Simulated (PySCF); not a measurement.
Species: C5H13OP.
Atom-mapped SMILES: `[CH3:1][O:2][CH2:3][CH2:4][P:5]([CH3:6])[CH3:7]` (hydrogens: H8, H9, H10 on C1; H11, H12 on C3; H13, H14 on C4; H15, H16, H17 on C6; H18, H19, H20 on C7)

Vertical excitations from PySCF (density fitting, frozen core in the response, grid level 2 and gas phase unless stated; continuum runs use non-equilibrium linear response for the excitations) on a GFN2-xTB geometry. Reference run:

```csv
settings,"S1, eV (f)","S2, eV (f)","S3, eV (f)","S4, eV (f)","S5, eV (f)","S6, eV (f)","T1, eV (Tamm–Dancoff)",mean α (au)
"PBE0/def2-SVPD, full TDDFT, 6 singlets",6.06 (0.006),6.21 (0.089),6.32 (0.060),6.66 (0.122),7.04 (0.067),7.21 (0.047),5.23,95.1
```

Task: What do these settings give: (1) BP86/6-31G, TDA, 6 singlets; (2) PBE/def2-SVPD, start guess huckel, fitting basis def2-universal-jkfit, full TDDFT, 6 singlets?

Result: 
```json
{"settings": "BP86/6-31G, TDA, 6 singlets", "S1, eV (f)": "6.37 (0.014)", "S2, eV (f)": "6.68 (0.107)", "S3, eV (f)": "6.79 (0.058)", "S4, eV (f)": "7.18 (0.023)", "S5, eV (f)": "7.25 (0.075)", "S6, eV (f)": "7.42 (0.010)", "T1, eV (Tamm–Dancoff)": "5.60", "mean α (au)": "80.2"}
{"settings": "PBE/def2-SVPD, start guess huckel, fitting basis def2-universal-jkfit, full TDDFT, 6 singlets", "S1, eV (f)": "5.22 (0.003)", "S2, eV (f)": "5.47 (0.046)", "S3, eV (f)": "5.62 (0.049)", "S4, eV (f)": "5.98 (0.077)", "S5, eV (f)": "6.21 (0.015)", "S6, eV (f)": "6.27 (0.075)", "T1, eV (Tamm–Dancoff)": "4.98", "mean α (au)": "99.4"}
```

(1) S1 moves by +0.31 eV; functional, basis and response scheme change together, so the shift can't be laid on one. (2) S1 moves by -0.84 eV (PBE has no exact exchange, PBE0 25 % exact exchange). States are counted by energy in each run and needn't keep their character from row to row.

Task: Which orbital pairs make up S1 in each run, and how does it sit against the orbital gap?

Result: 
```tsv
settings	S1 configurations (weight)	S1 (eV)	orbital gap (eV)	S1 − gap (eV)
PBE0/def2-SVPD, full TDDFT, 6 singlets	H→L 0.82, H→L+1 0.15	6.06	6.97	-0.91
BP86/6-31G, TDA, 6 singlets	H→L+1 0.71, H→L+2 0.19, H→L 0.08	6.37	6.09	+0.28
PBE/def2-SVPD, start guess huckel, fitting basis def2-universal-jkfit, full TDDFT, 6 singlets	H→L 0.97	5.22	5.16	+0.06
```

Shape of the structure used: `[CH3:1][O:2][CH2:3][CH2:4][P:5]([CH3:6])[CH3:7]`: C1–O2–C3–C4 172°, O2–C3–C4–P5 -41°, C3–C4–P5–C6 97°.

One conformer stands for the species.
